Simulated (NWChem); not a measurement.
A series in which one site is exchanged, each optimised at PBE0/def2-SVP with NWChem, gas phase unless a solvent is named. All stand in one matching conformer (torsions within 35°), which need not be the lowest. For some, no frequency run checked for a minimum. def2 effective core potentials on Te, I; no spin-orbit coupling.

A: N[TeH] (NH3Te; site = H)
B: N[Te]I (NH₂TeI; site = I)
C: N[Te]F (NH$_{2}$TeF; site = F)
D: N[Te]Br (NH₂TeBr; site = Br)

Values for A:

| Quantity | Value |
|---|---|
| dipole (D), PBE0/def2-SVP | 1.54 |
| orbital gap (eV), PBE0/def2-SVP | 5.40 |
| static polarisability, B3LYP/def2-SVPD (bohr³) | 52.6 |
| lowest singlet excitation, B3LYP/def2-SVPD, TDA (eV) | 3.59 |

Question: How do these values change for the other members?

Answer: 
```csv
change from A,B,C,D
"dipole (D), PBE0/def2-SVP",+0.30,+0.72,+0.55
"orbital gap (eV), PBE0/def2-SVP",-1.68,-0.68,-1.33
"static polarisability, B3LYP/def2-SVPD (bohr³)",+38.8,-2.8,+22.9
"lowest singlet excitation, B3LYP/def2-SVPD, TDA (eV)",-1.32,-0.62,-1.08
```
